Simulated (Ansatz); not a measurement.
H₂Se₂Zn, SMILES [SeH][Zn][SeH].

Coordinates come from a B3LYP-D3(BJ)/def2-SVP optimisation. The values are those of a single conformer.

Two levels are set side by side: PBE/def2-SVPD (Ansatz, an electronic-structure program) and PBE0/def2-SVPD (Ansatz). Energy differences of separate SCF runs at the same geometry; the states with an electron removed or added have multiplicity 2 and 2. Differences are taken from unrounded values.

```csv
quantity,PBE
vertical ionisation energy (eV),8.68
vertical singlet–triplet gap (eV),3.88
```

These are the PBE values. What does PBE0 give? (Estimate from the structure and the level; the computed values follow.)


```json
[
 {"quantity": "vertical ionisation energy (eV)", "PBE0": "9.03", "PBE minus PBE0": "-0.35"},
 {"quantity": "vertical singlet–triplet gap (eV)", "PBE0": "4.33", "PBE minus PBE0": "-0.45"}
]
```
